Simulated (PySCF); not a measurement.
Computed properties of CH₇F₂NSi₂, SMILES F[SiH2]C[Si@@H](F)N

CH7F2NSi2, SMILES N[Si@H](F)C[SiH2]F. Geometry optimised at PBE0-D3(BJ)/def2-SVP. The structure was generated by enumeration; whether it is a known compound was not checked. The values are those of a single conformer. All values are computed for the isolated molecule unless a solvent is named; none is compared with measurement here.

**Structure.** All 33 harmonic modes at PBE0-D3(BJ)/def2-SVP (PySCF) are real, so it is a minimum. With heavy atoms numbered as in [NH2:1][Si@H:2]([F:3])[CH2:4][SiH2:5][F:6], the shortest bond between them is Si2–F3 at 1.635 Å and the longest Si2–C4 at 1.872 Å.

**Vibrations.** The strongest infrared lines (harmonic, unscaled, degenerate partners summed) lie at 968 cm⁻¹ (228 km/mol, H 75 %, Si 17 %), 958 cm⁻¹ (209 km/mol, H 58 %, Si 25 %, N 11 %), 1085 cm⁻¹ (182 km/mol, H 50 %, C 43 %). The softest mode is at 27 cm⁻¹ and the zero-point energy is 54.2 kcal/mol.

**Electronic structure.** PBE0/def2-TZVP (PySCF) places the frontier levels at -8.00 and 0.21 eV, a gap of 8.21 eV, and gives a dipole moment of 1.29 D and a mean polarisability of 66.4 bohr³. PBE/def2-TZVP (PySCF) at the same geometry gives -6.53 and -0.67 eV, so its gap is 2.35 eV narrower. An orbital gap is neither the optical nor the fundamental gap.

**Excitations.** TDA-ωB97X/def2-SVPD (PySCF) has S1 at 7.63 eV (162 nm, f = 0.062, bright); the most intense of the 10 singlets computed lies at 9.42 eV (f = 0.12). T1 (TDA) is at 7.32 eV, 0.31 eV under S1. TDA-PBE/def2-SVPD (PySCF) puts S1 at 5.92 eV. No vertical singlet excitation falls in the visible range (under 3.1 eV).

**NMR.** GIAO shifts at HF/pcSseg-1 (PySCF) (non-relativistic, atoms alike by connectivity averaged): ¹³C at -2.4 ppm against TMS; ¹H from 0.3 to 4.9 ppm against TMS; ²⁹Si from -17.3 to -3.1 ppm against TMS; ¹⁹F from -173.9 to -108.8 ppm against CFCl3.

**Solvation.** SMD-ωB97X/def2-SVP (PySCF) gives -1.3 kcal/mol in water, -2.1 kcal/mol in n-hexane, -5.0 kcal/mol in acetone (1 M in both phases, gas-phase geometry); of these solvents acetone holds the molecule best.
